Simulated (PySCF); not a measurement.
**Vertical excitation energies**

Compound: (Me3Si)2PPF2, C6H18F2P2Si2.
Numbering: `[CH3:1][Si:2]([CH3:3])([CH3:4])[P:5]([P:6]([F:7])[F:8])[Si:9]([CH3:10])([CH3:11])[CH3:12]` (hydrogens: H13, H14, H15 on C1; H16, H17, H18 on C3; H19, H20, H21 on C4; H22, H23, H24 on C10; H25, H26, H27 on C11; H28, H29, H30 on C12)

Method used: TDDFT wB97X-D/def2-SVPD, vertical, gas phase, core orbitals frozen in the response in PySCF. Geometry: PBE0-D3(BJ)/def2-SVP, one conformer, isolated molecule. Torsions of this conformer, `[CH3:1][Si:2]([CH3:3])([CH3:4])[P:5]([P:6]([F:7])[F:8])[Si:9]([CH3:10])([CH3:11])[CH3:12]`: C1–Si2–P5–P6 -60°, Si2–P5–P6–F7 96°, Si2–P5–Si9–C10 -169°.

Task: Predict the UV-vis stick spectrum at this level.

Result: 

```csv
state,E (eV),ν̃ (cm⁻¹),f,"main configurations (H = HOMO, L = LUMO)"
S1,4.78,38570,0.0045,H→L (92%)
S2,5.47,44090,0.091,H→L+1 (76%)
S3,5.78,46650,0.011,H-1→L (82%)
S4,6.16,49690,0.056,H→L+3 (69%)
S5,6.31,50860,0.052,H-1→L+1 (80%)
S6,6.56,52910,0.027,"H-2→L (24%), H→L+4 (22%), H-2→L+1 (21%)"
S7,6.64,53580,0.047,"H-2→L (58%), H→L+4 (12%)"
S8,6.88,55450,0.082,"H-2→L+1 (60%), H→L+4 (12%), H→L+5 (12%)"
S9,7.08,57130,0.033,"H→L+2 (35%), H→L+6 (31%), H→L+9 (10%)"
S10,7.12,57450,0.121,"H→L+2 (34%), H→L+6 (29%)"
```

Triplets, Tamm–Dancoff:

| state | E (eV) | λ (nm) | main configurations (H = HOMO, L = LUMO) |
| --- | --- | --- | --- |
| T1 | 4.14 | 299.7 | H→L (77%), H-1→L (15%) |
| T2 | 4.42 | 280.5 | H→L+1 (84%) |
| T3 | 5.36 | 231.4 | H-1→L+1 (35%), H→L+3 (24%), H-1→L (18%) |
| T4 | 5.45 | 227.7 | H-1→L (55%), H→L (15%), H-1→L+1 (12%) |

The lowest singlet comes at 259 nm (461 kJ/mol) in the ultraviolet; it is very weak; its leading configuration is HOMO→LUMO (92%). The strongest level in the table is S10 at 7.12 eV (174 nm, f = 0.121). It is the last of those listed, so stronger ones may follow. Löwdin shares by element: HOMO phosphorus 73%, silicon 9% (atoms not listed hold the other 17%); LUMO phosphorus 52%, fluorine 20% (atoms not listed hold the other 28%). Orbital energies (eV): HOMO-3 -10.76, HOMO-2 -9.73, HOMO-1 -9.34, HOMO -8.39, LUMO 1.11, LUMO+1 1.37, LUMO+2 2.00. Of the 10 states listed, 9 reach f = 0.01 and none stays under 0.0005. Weighted by f, the mean energy of these states is 6.49 eV. Singlets were solved by full linear response, triplets in the Tamm–Dancoff approximation.
